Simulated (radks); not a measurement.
Values are calculated unless marked as measured or tabulated.
How relativity changes the ionisation of the bromine ion Br6+ ([Ar] 3d10 4s1) to Br7+ ([Ar] 3d10). Spin-unpolarised spherical Kohn-Sham, BLYP, point nucleus unless stated (finite: rms radius 4.1629 fm), a radial shooting solver on a logarithmic mesh with Libxc functionals. A level marked "c x" has the speed of light scaled by that factor.

| level | E(Br6+) (hartree) | E(Br7+) (hartree) | IE (eV) | HOMO | <r> HOMO (bohr) |
|---|---|---|---|---|---|
| non-rel. | -2564.61628 | -2560.84648 | 102.58 | 4s | 1.447 |
| scalar-rel. | -2597.20491 | -2593.37666 | 104.17 | 4s | 1.426 |
| scalar-rel., finite nucleus | -2597.18440 | -2593.35618 | 104.17 | 4s | 1.426 |
| Dirac | -2597.38211 | -2593.55394 | 104.17 | 4s1/2 | 1.426 |
| Dirac, finite nucleus | -2597.36158 | -2593.53344 | 104.17 | 4s1/2 | 1.426 |
| Dirac, c x 1.25 | -2585.34130 | -2581.53464 | 103.58 | 4s1/2 | 1.434 |
| Dirac, c x 1.5 | -2578.91833 | -2575.12312 | 103.27 | 4s1/2 | 1.438 |
| Dirac, c x 10 | -2564.93368 | -2561.16332 | 102.60 | 4s1/2 | 1.447 |

NIST Atomic Spectra Database: 103.0 eV (semi-empirical). The relativistic part of the total energy of Br6+ is -32.75 hartree (Dirac, finite nucleus), 1.3 % of the non-relativistic value. Spin polarisation and multiplet splitting of open shells are left out at every level.

Beside tabulated values, note that spin-unpolarised runs miss the spin-polarisation part of the exchange energy of open shells.
